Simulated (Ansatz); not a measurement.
C2H9BOSi (`CB(C)O[SiH3]`), relaxed with RKS PBE-D4/def2-SVP in Ansatz 0.2.0 from a rough embedded geometry. The force threshold is 0.03 eV/Å; the program also tests the step.

Charge 0, multiplicity 1.

Start:

```xyz
14

C     1.135   -1.104   -0.670
B     0.464   -0.132    0.294
C     1.119    1.302    0.485
O    -0.769   -0.530    1.101
Si   -2.091   -0.122    0.149
H     2.199   -1.344   -0.391
H     1.121   -0.732   -1.721
H     0.566   -2.120   -0.696
H     1.071    1.840   -0.418
H     0.505    1.866    1.284
H     2.151    1.200    0.876
H    -2.149    1.314   -0.048
H    -2.045   -0.883   -1.159
H    -3.278   -0.555    0.912
```

```
         step  energy (eV)  largest force (eV/Å)  largest move (Å)
            1  -12806.6310                 3.169             0.000
            2  -12807.1384                 1.787             0.100
            3  -12807.2816                 0.624             0.127
            4  -12807.3565                 0.317             0.200
            5  -12807.4152                 0.249             0.188
            6  -12807.4563                 0.141             0.200
            7  -12807.4823                 0.225             0.195
            8  -12807.4986                 0.410             0.172
            9  -12807.5064                 0.541             0.195
           10  -12807.5560                 0.346             0.200
           11  -12807.5666                 0.230             0.110
12 (rejected)  -12807.5666                 0.567             0.040
           13  -12807.5710                 0.036             0.019
           14  -12807.5725                 0.022             0.039
```

End:

```xyz
14

C     0.976   -1.021   -0.707
B     0.469    0.227    0.129
C     1.482    1.313    0.672
O    -0.868    0.434    0.387
Si   -2.353   -0.288    0.056
H     1.831   -1.514   -0.198
H     1.385   -0.666   -1.680
H     0.210   -1.790   -0.929
H     1.963    1.835   -0.186
H     1.002    2.078    1.313
H     2.318    0.845    1.234
H    -3.264    0.779   -0.477
H    -2.243   -1.398   -0.954
H    -2.909   -0.835    1.340
```

It took 33 s on 4 threads of a server CPU on a shared host, with 0.16 GiB of host memory at the peak.
